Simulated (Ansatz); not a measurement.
A nudged elastic band was laid between two geometries of BrH + ClH3Si (7 atoms, charge 0, multiplicity 1).

All numbers below come from RKS PBE/def2-SVP in Ansatz 0.2.0.

* movable images: 9
* climbing image: yes
* spring: 5.0 eV/Å²
* optimiser: quadratic models (default)
* start path: through a guess of the saddle point
* force threshold: 0.05 eV/Å
* iteration limit: 60
* end points: relaxed

Initial state:

```xyz
7
Properties=species:S:1:pos:R:3
Si 0.328 0.000 -0.052
Cl 0.319 0.000 2.048
H 1.762 0.000 -0.488
H -0.369 1.236 -0.531
H -0.369 -1.236 -0.531
Br -3.452 0.000 1.465
H -2.111 0.000 2.008
```

Final state:

```xyz
7
Properties=species:S:1:pos:R:3
Si -0.439 0.000 -0.567
Cl 0.053 0.000 3.548
H 0.689 0.000 0.416
H -0.424 1.232 -1.419
H -0.424 -1.232 -1.419
Br -2.368 0.000 0.614
H -0.978 0.000 2.745
```

(1) Which bonds break or form, and what moves?

(2) What energy profile does the band end with?

(3) What is the geometry of the highest image?

The band took 18 iterations and about 6 core-minutes.

## Answers

(1) Bonds broken: Si1–Cl2, Br6–H7. Bonds formed: Si1–Br6, Cl2–H7. BrH + ClH3Si becomes BrH3Si + ClH.

(2) The run converged. The highest image is number 4 of 0 to 10, 1.28 eV above the first end and 1.22 eV above the last; the last end lies 0.06 eV above the first. A vibrational analysis at the climbing image gives 2 clearly imaginary modes (343i, 148i cm⁻¹): a point of higher order. A lower path may pass nearby, or the ends, which weren't checked, may share the extra mode. The orbitals stay closed-shell, which can raise the energy where a bond breaks towards radicals; this wasn't checked here.

```csv
image,path coordinate (Å),energy (eV),Si1–Cl2 (Å),Br6–H7 (Å),Si1–Br6 (Å)
0,0.00,0.00,2.10,1.45,4.07
1,0.45,0.04,2.11,1.45,3.63
2,0.91,0.29,2.15,1.48,3.23
3,1.36,0.87,2.29,1.57,2.87
4,1.82,1.28,2.57,1.81,2.61
5,2.13,1.11,2.82,1.96,2.47
6,2.45,0.78,3.09,2.07,2.37
7,2.77,0.45,3.35,2.16,2.31
8,3.09,0.21,3.59,2.26,2.28
9,3.40,0.08,3.85,2.40,2.27
10,3.72,0.06,4.14,2.54,2.26
```

(3) 
```xyz
7
Properties=species:S:1:pos:R:3
Si -0.210 0.000 -0.096
Cl 0.102 0.000 2.454
H 1.291 0.000 0.013
H -0.558 1.274 -0.802
H -0.558 -1.274 -0.802
Br -2.613 0.000 0.927
H -1.346 0.000 2.225
```

The run took 3.2 min on 2 threads of Arm Neoverse V2 (shared host), peak memory 0.15 GiB.
